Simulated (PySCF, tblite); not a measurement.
Isomers of C6H9NOSi. Computed with GFN2-xTB (tblite): harmonic, unscaled wavenumbers at the GFN2-xTB geometry, gas phase. This tight-binding method is rough: wavenumbers can miss measured ones by several per cent, in bad cases by 10 to 20. Modes of hydrogen on silicon can be 10 to 20 % off. One conformer each.

Electronic energies: PBE0/pcSseg-1 single points on the GFN2-xTB geometries (PySCF, gas phase).

```csv
SMILES,"electronic energy, lowest = 0 (kcal/mol)"
C#C[C@@H]1C(=O)N[SiH2][C@@H]1C,1.2
C=Nc1ccc([SiH2]C)o1,4.9
N#C[C@@H]1C[C@H](C=O)C[SiH2]1,0.0
```

How do GFN2-xTB zero-point energies change the relative energies?

| SMILES | ZPE (kcal/mol) | of it from modes above 1550 cm⁻¹ | electronic (kcal/mol) | with ZPE, lowest = 0 (kcal/mol) | lowest mode (cm⁻¹) | rings |
| --- | --- | --- | --- | --- | --- | --- |
| N#C[C@@H]1C[C@H](C=O)C[SiH2]1 | 84.3 | 42.1 | 0.0 | 0.0 | 85 | 1 |
| C#C[C@@H]1C(=O)N[SiH2][C@@H]1C | 83.7 | 43.5 | 1.2 | 0.6 | 58 | 1 |
| C=Nc1ccc([SiH2]C)o1 | 82.3 | 39.5 | 4.9 | 2.9 | 26 | 1 |

The zero-point energies span 2.0 kcal/mol, from `C=Nc1ccc([SiH2]C)o1` to `N#C[C@@H]1C[C@H](C=O)C[SiH2]1`. The order is unchanged.

And how do the electronic energies of GFN2-xTB itself compare?

`N#C[C@@H]1C[C@H](C=O)C[SiH2]1` 18.5; `C#C[C@@H]1C(=O)N[SiH2][C@@H]1C` 0.0; `C=Nc1ccc([SiH2]C)o1` 8.1 kcal/mol, lowest = 0. Against the energies above, taken from the same isomer `N#C[C@@H]1C[C@H](C=O)C[SiH2]1`, the largest difference is 19.7 kcal/mol.
